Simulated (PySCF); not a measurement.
A structure optimised at PBE0-D3(BJ)/def2-TZVP, used in a PySCF frequency run:

```
Ge
H 1 1.5430
H 1 1.5430 2 106.35
H 1 1.5430 2 106.35 3 113.06
Cd 1 2.5446 2 112.44 3 -123.47
H 5 1.6913 2 155.53 1 -180.00
```
Charge 0, spin multiplicity 1.

**Question.** Write its SMILES, formula and point group.

**Answer.** [GeH3][CdH], CdGeH4, C3v

**Question.** What are its rotational constants (standard atomic weights)?

**Answer.** 82.172, 1.6315, 1.6315 GHz
